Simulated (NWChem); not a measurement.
Molecule: AlNH₄O₂; SMILES [NH2][Al]([OH])[OH]

Program: NWChem. Pople sets run with spherical d functions. Each level has its own optimisation; frequencies are unscaled. One conformer.

Problem. Among these, which level gives the lowest value of “lowest (cm⁻¹)”?
(A) PBE/6-31G*
(B) PBE/6-31+G*
(C) PBE/6-311G**

Solution. A, PBE/6-31G*. Values: PBE/6-31G* 96; PBE/6-311G** 163; PBE/6-31+G* 189
